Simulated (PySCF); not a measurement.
Static response to an electric field

Species: C₅H₁₀P₂.
Cartesian coordinates in Å at the GFN2-xTB level; atoms count from 1:
```xyz
17
C5H10P2 angstrom
C      3.8618   -0.2156    0.1253
C      2.7885    0.1322   -0.5890
C      1.4743    0.2345   -0.0380
P      0.1198    0.6036   -0.9792
P     -1.3842    0.4705    0.6099
C     -1.8599   -1.3113    0.3592
C     -2.7961    1.2369   -0.3164
H      3.7874   -0.4431    1.1764
H      4.8413   -0.2859   -0.3145
H      2.8885    0.3501   -1.6447
H      1.3757    0.0443    1.0258
H     -2.7502   -1.5152    0.9515
H     -1.0514   -1.9491    0.7121
H     -2.0632   -1.5290   -0.6884
H     -2.9146    0.7893   -1.3020
H     -2.6145    2.3047   -0.4232
H     -3.7104    1.0953    0.2580
```

Level: CAM-B3LYP/def2-SVPD (PySCF), static field, nuclei fixed, core orbitals frozen in the response. The polarisability tensor in these axes (au):

```
x   195.23 -11.68   4.60
y   -11.68  93.45  -7.39
z     4.60  -7.39  99.49
```

Problem. Diagonalise the tensor; give its mean and Δα, where Δα² is half the sum of the squared differences of the eigenvalues.

Solution. Principal values 87.99, 103.33 and 196.86 au; mean 129.39 au = 19.17 Å³ = 21.33 × 10⁻⁴⁰ C²·m²/J; Δα = 102.07 au (79 % of the mean).

Problem. What is the dipole moment, and where does it point?

Solution. (-0.22, -0.77, 0.11) D, 0.81 D in size, pointing from the negative to the positive side. Measured along this direction, the outermost atoms are H16 at the negative end and H12 and H13 at the positive end.

Problem. Rayleigh depolarisation ratio (linearly polarised light, static tensor)?

Solution. ρ = 3Δα²/(45ᾱ² + 4Δα²) = 31253.4/(753393 + 41671.3) = 0.0393.

Problem. Find the Langevin capture rate constant for NH4+ (18.034 u) meeting this molecule (132.026 u), k = 2.342 × 10⁻⁹ cm³/s × √(α in Å³ / reduced mass in u).

Solution. The reduced mass is 15.87 u, so k = 2.57 × 10⁻⁹ cm³/s. The formula leaves out the permanent dipole, which adds to the capture rate.

Problem. Along which axes do the principal values lie, and how far do the nuclei extend along each?

Solution. Largest value along (0.99, -0.12, 0.06), where the nuclei span 8.61 Å; middle along (-0.11, -0.51, 0.85), 3.77 Å; least along (0.07, 0.85, 0.52), 3.36 Å. The response follows the extents in order.

Problem. Molar refractivity from α?

Solution. Lorentz–Lorenz: R = (4π/3)N_A α = 2.5225 cm³/(mol·Å³) × 19.17 Å³ = 48.4 cm³/mol, in the limit of long wavelengths.

Problem. Sum over states: ᾱ = Σ f/ω², ω in Eh. What share falls to these 8 lowest TDDFT singlets (eV, f)? 3.37, 0.0358; 4.37, 0.5006; 5.19, 0.0855; 5.57, 0.0769; 5.82, 0.0121; 6.11, 0.1269; 6.32, 0.0605; 6.50, 0.0327.

Solution. They add up to 30.43 au, 23.5 % of the 129.39 au; the largest single term is 19.43 au, from the state at 4.37 eV. Terms in order: 2.33, 19.43, 2.35, 1.84, 0.26, 2.52, 1.12, 0.57 au. Higher excitations give the rest. The strengths listed sum to 0.931.

One conformer (not necessarily the lowest) at the GFN2-xTB geometry, without solvent, vibrations or thermal averaging.

These values come from a run that also computed excited states. The run took 55 s wall (grids of density and orbitals included) on Arm Neoverse V1, one thread, no GPU, shared host with 64 logical CPUs at a one-minute load of 15, and the process peaked at 1.1 GiB of memory.
